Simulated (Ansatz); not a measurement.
Ideal-gas functions of C2H3AlO2, SMILES `O=[C]1[CH2][Al]1[OH]` at 600 K and 1 bar, from an Ansatz frequency run at PBE0-D4/def2-TZVP.

Molar mass 86.03 g/mol, point group C1 (symmetry number 1), electronic degeneracy 1, moments of inertia 34.892, 227.428, 258.111 u Å². Harmonic wavenumbers (cm⁻¹, unscaled): 90, 135, 286, 303, 420, 444, 544, 550, 598, 888, 900, 974, 1035, 1391, 1850, 2939, 3126, 3959.

Use S(trans) = R[1.5 ln M + 2.5 ln T − 1.1517]; rotational temperatures θ = 24.2544 K / I; S(rot) = R[ln(√π/σ · √(T³/θAθBθC)) + 1.5]; for each mode x = 1.438777 ν̃/T, S = R[x/(eˣ − 1) − ln(1 − e⁻ˣ)] and H = RT x/(eˣ − 1); 1 cm⁻¹ = 0.0119627 kJ/mol; R = 8.31446 J/(mol·K).

Task: By hand: the entropy, in J/(mol·K).

Result: Translation 178.9. Rotation: θ = 0.6951, 0.1066, 0.094 K, giving 117.7. Vibration, mode by mode: 21.08, 17.73, 11.61, 11.15, 8.60, 8.18, 6.67, 6.59, 6.00, 3.44, 3.36, 2.93, 2.61, 1.32, 0.54, 0.06, 0.04, 0.01, in all 111.9. Electronic 0.0. Sum 408.5 J/(mol·K).

Task: By hand: H − E and G − E in kJ/mol, counted from the electronic energy.

Result: Zero-point energy ½ × 20432 × 0.0119627 = 122.2; thermal vibration 34.5; translation, rotation and pV give 4 RT = 20.0. H − E = 176.7 kJ/mol, and G − E = 176.7 − 600 × 408.5/1000 = -68.4 kJ/mol.

Vibration gives 27 % of the entropy, 38.8 J/(mol·K) of it from the modes under 150 cm⁻¹: soft modes count most, and the harmonic formula is weakest for them. The sum counts one conformer and one mirror image; others add a mixing term.
